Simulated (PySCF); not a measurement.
A computed series [M(NH3)3]3+

Computed with PySCF 2.14.0, B3LYP, def2-SVP on the ligands, density fitting, scalar-relativistic core potentials, no spin-orbit coupling, vacuum. Each member is relaxed from one template within its symmetry. Distances are means of the shortest metal–ligand contacts, charges and spins Mulliken's; removal energies are rigid, with the ligand's formal charge and no counterpoise, so too large; for an anion taken off a cation in vacuum most of it is the attraction of opposite charges, and multiply charged cations can part far more cheaply with an electron moved from ligand to metal. lcecp potentials hold a fixed number of 4f electrons in the core, out of states, spins and gaps.

```json
{"metal": "La", "basis on the metal": "def2-SVP with ECP46", "point group": "C3", "M–NH3 (Å)": "2.579", "charge on M (e)": "1.88", "removal of one NH3 (eV)": "3.55", "strongest infrared band, degenerate modes summed (cm⁻¹)": "3324", "unstable modes (below −25 cm⁻¹)": "0"}
{"metal": "Dy", "basis on the metal": "lcecp-1-SVP with ECP55", "point group": "C3", "M–NH3 (Å)": "2.411", "charge on M (e)": "1.77", "removal of one NH3 (eV)": "4.08", "strongest infrared band, degenerate modes summed (cm⁻¹)": "–", "unstable modes (below −25 cm⁻¹)": "3 (soft)"}
```

Task: What does the calculation give for Gd, lcecp-1-SVP with ECP53?

Result: point group: C3, M–NH3 (Å): 2.444, charge on M (e): 1.81, removal of one NH3 (eV): 3.97, unstable modes (below −25 cm⁻¹): 3 (soft).
```xyz
13

Gd    0.0000    0.0000   -0.7843
N     2.3163   -0.0014   -0.0043
H     2.5449   -0.6649    0.7615
H     3.0188   -0.2442   -0.7317
H     2.6735    0.9026    0.3620
N    -1.1569    2.0066   -0.0043
H    -0.6966    2.5363    0.7615
H    -1.2980    2.7365   -0.7317
H    -2.1184    1.8641    0.3620
N    -1.1593   -2.0053   -0.0043
H    -1.8482   -1.8715    0.7615
H    -1.7208   -2.4923   -0.7317
H    -0.5551   -2.7666    0.3620
```

Members with unstable modes aren't minima as they stand: saddle points kept by symmetry or, where the modes are soft, flat surfaces and noise. Moved off a saddle point of the template and relaxed again: La, Gd, Dy. One start shape was tried for each, so a minimum needn't be the lowest isomer.
